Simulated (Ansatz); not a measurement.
Relaxation of CH$_{3}$NOSi (7 atoms, charge 0, multiplicity 1), to a largest force component of 0.02 eV/Å in at most 50 steps.

Computed with UKS PBE-D4/6-31G in Ansatz.

```xyz
7
Properties=species:S:1:pos:R:3:forces:R:3
N -0.706 1.419 0.506 0.17 -0.31 -0.83
C -0.186 0.357 -0.088 -0.74 1.50 1.61
Si 0.575 -1.124 0.403 0.53 -1.13 -1.74
O 1.119 -2.245 -0.640 0.49 -1.02 -1.26
H -0.166 2.258 0.683 0.27 0.60 0.11
H -1.694 1.492 0.723 -0.65 0.13 0.12
H 1.014 -1.932 1.511 -0.07 0.23 1.99
```

Where does it end, and by what steps?

The run converged. Limits of this set-up: no polarisation functions. After 18 steps the energy has fallen by 1.806 eV; C2 moved furthest, 0.84 Å.

| step | energy less start (eV) | largest force component (eV/Å) | accepted |
| --- | --- | --- | --- |
| 0 | 0.0000 | 1.988 | yes |
| 1 | -0.6782 | 2.115 | yes |
| 2 | -1.3672 | 1.907 | yes |
| 3 | -1.6390 | 1.084 | yes |
| 4 | -1.6758 | 0.411 | yes |
| 5 | -1.5670 | 2.030 | no |
| 6 | -1.7167 | 0.148 | yes |
| 7 | -1.7346 | 0.067 | yes |
| 8 | -1.7379 | 0.180 | yes |
| 9 | -1.7391 | 0.320 | yes |
| 10 | -1.7552 | 0.412 | yes |
| 11 | -1.7643 | 1.083 | yes |
| 12 | -1.7906 | 0.434 | yes |
| 13 | -1.7933 | 0.167 | yes |
| 14 | -1.7919 | 0.519 | no |
| 15 | -1.8045 | 0.087 | yes |
| 16 | -1.8057 | 0.046 | yes |
| 17 | -1.8058 | 0.031 | yes |
| 18 | -1.8059 | 0.012 | yes |

```xyz
7
Properties=species:S:1:pos:R:3
N -0.728 1.336 0.500
C -0.551 0.051 0.599
Si 0.749 -1.217 0.384
O 1.147 -1.915 -1.045
H 0.004 2.039 0.296
H -1.666 1.749 0.609
H 1.002 -1.819 1.757
```

Time of the run: 36 s on 1 thread of Intel(R) Xeon(R) 6975P-C (Granite Rapids), on a shared host, peak memory 0.18 GiB.
